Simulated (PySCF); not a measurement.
Dipole response of Cl (chlorine, neutral)

[Ne] 3s2 3p5, 2P determinant. Calculation: PySCF 2.14, in aug-cc-pV(T+d)Z; the non-relativistic Hamiltonian (point nucleus). Coupled (time-dependent) response in atomic units; α is the mean over directions.

```
method  mean α (bohr³)         α xx, yy, zz  C₆ (like pair)  S(−4)
   UHF           14.00  12.91, 14.54, 14.54           88.26  45.61
   PBE           15.23  13.78, 15.95, 15.95           97.85  59.34
  PBE0           14.69  13.39, 15.33, 15.33           93.53  53.08
M06-2X           14.74  13.61, 15.31, 15.31           92.60  54.74
```

S(−4) is the Cauchy moment in α(ω) = α(0) + S(−4) ω² + …

Reference α: 14.6 ± 0.1 bohr³ (recommended; Schwerdtfeger and Nagle, table of static dipole polarizabilities (2023 update)). Published C₆: 94.60 (Chu and Dalgarno (2004); Tang, Norbeck and Certain (1976)).

α(iu) at UHF:

```tsv
u (hartree)	α(iu) (bohr³)
0	14.00
0.0500	13.88
0.100	13.56
0.200	12.43
0.300	10.98
0.500	8.133
0.750	5.530
1.00	3.881
1.50	2.151
2.00	1.352
3.00	0.6813
5.00	0.2861
```

A single London oscillator, α(iu) = α/(1 + u²/ω²), gives C₆ = (3/4) ω α². Matching the computed C₆ needs ω = 4 × 88.26 / (3 × 14.00²) = 0.600 hartree.

The components differ because the open shell of this determinant is not spherical; for a pure term their mean is the scalar polarisability.
